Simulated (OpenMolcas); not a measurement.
# 4d along the 37-electron sequence

- Program: OpenMolcas 26.06
- Method: SS-CASPT2, IPEA 0.25 Eh, imaginary shift 0.1 Eh
- Basis: ANO-R2
- Scalar Hamiltonian: X2C, finite nucleus
- Spin-orbit coupling: RASSI with atomic mean-field integrals over the reference wave functions, term energies averaged over their components

Active space for each ion: 1 electron in 5 orbitals (4d); closed shells correlated by CASPT2: 4s 4p.

Computed levels in cm-1 above 2D 3/2:

| Level | Zr3+ | Nb4+ | Mo5+ | Tc6+ | Ru7+ |
| --- | --- | --- | --- | --- | --- |
| 2D 5/2 | 1286 | 1810 | 2540 | 3280 | 4200 |
| weight of 2D in the lowest level (%) | 100 | 100 | 100 | 100 | 100 |

Measured, with the error of the calculation in %. Measured levels: Zr3+ from the list in Rauch et al., Astron. Astrophys. 599, A142 (2017); Nb4+ from Moore, Atomic Energy Levels, vol. II, NSRDS-NBS 35 (1971 reprint of NBS Circular 467, 1952); Mo5+ from Sugar and Musgrove, J. Phys. Chem. Ref. Data 17, 155 (1988).

| Level | Zr3+ | Nb4+ | Mo5+ |
| --- | --- | --- | --- |
| 2D 5/2 | 1251 (+2.9) | 1870 (-3.2) | 2584 (-1.8) |

The fine-structure level 2D 5/2 changes by a factor of 3.27 from Zr3+ to Ru7+. Its fourth root runs 5.99, 6.52, 7.10, 7.57, 8.05, with steps per unit of Z of 0.53, 0.58, 0.47, 0.48; equal steps would mean a (Z - σ)^4 law with constant σ.

Term energies are means over components that CASPT2 splits; among the terms shown or strongly mixed into the levels shown the widest spread is 13 cm-1 (4d 2D, Tc6+). With one active electron, CASPT2 adds the correlation within the correlated inactive shells and between them and that electron, and leaves the splitting within a term as the reference gives it. Measured partners are found by configuration, term and J. A level has none where our copy of the source lacks it or the pairing is in doubt (some pairs that miss far off the trend of their configuration count as doubtful), and it then counts in no deviation. Levels of configurations outside the active space are missing.
